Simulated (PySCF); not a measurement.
C₆H₁₀BN.
Bonds: C1–N2, N2–C3, N2–C4, C4–C5 (double), C5–C6, C6–C7 (double), C7–B8, C4–B8. Hydrogens: H9, H10, H11 on C1; H12, H13, H14 on C3; H15 on C5; H16 on C6; H17 on C7; H18 on B8.

Theory: PBE0-D3(BJ)/def2-SVP geometry optimisation, gas phase (PySCF 2.14.0).

Entries marked ? are missing. Bonds in one row agree within 0.01 Å.

```
            coordinate    value
          C1–N2, N2–C3        ?
                 N2–C4        ?
                 C4=C5  1.376 Å
                 C5–C6  1.451 Å
                 C6=C7  1.381 Å
                 C7–B8  1.510 Å
                 C4–B8        ?
C1–H9 and 3 like bonds  1.100 Å
        C1–H11, C3–H13  1.105 Å
                C5–H15  1.090 Å
                C6–H16  1.098 Å
                C7–H17  1.089 Å
                B8–H18  1.209 Å
              C1–N2–C3        ?
              C1–N2–C4   119.1°
              C3–N2–C4   123.3°
              N2–C4–C5        ?
              N2–C4–B8   127.2°
              C5–C4–B8   106.1°
              C4–C5–C6        ?
              C5–C6–C7   116.0°
              C6–C7–B8   105.4°
              C4–B8–C7   104.1°
```

Question: Estimate the withheld lengths and angles.

Answer: 
- C1–N2, N2–C3 = 1.442 Å, drawn single (N-methyl carbon to enamine nitrogen); 0.03 Å below the sum of covalent radii, 1.47 Å.
- N2–C4 = 1.344 Å, drawn single (enamine nitrogen to unsaturated ring carbon); 0.10 Å below the sum of covalent radii, 1.44 Å.
- C4–B8 = 1.651 Å, drawn single (unsaturated ring carbon to ring boron); 0.08 Å above the sum of covalent radii, 1.57 Å.
- C1–N2–C3 = 117.4°, at the enamine nitrogen; the outer atoms are 2.463 Å apart.
- N2–C4–C5 = 126.8°, at the unsaturated ring carbon; the outer atoms are 2.432 Å apart.
- C4–C5–C6 = 108.4°, at the unsaturated ring CH carbon, inside a 5-membered ring; the outer atoms are 2.294 Å apart.

Radii are Cordero's, carbon taken as 0.76, 0.73 or 0.69 Å for four, three, and two or fewer neighbours.

PBE0-D3(BJ)/def2-SVP frequencies: not computed here.

The run took 2.6 min of wall time on one thread, Arm Neoverse V2 (aarch64), shared host, and the process peaked at 0.76 GiB of memory. This is the geometry optimisation.

Shape of the structure used: `[CH3:1][N:2]([CH3:3])[C:4]1=[CH:5][CH:6]=[CH:7][BH:8]1`: C1–N2–C4–C5 0°.
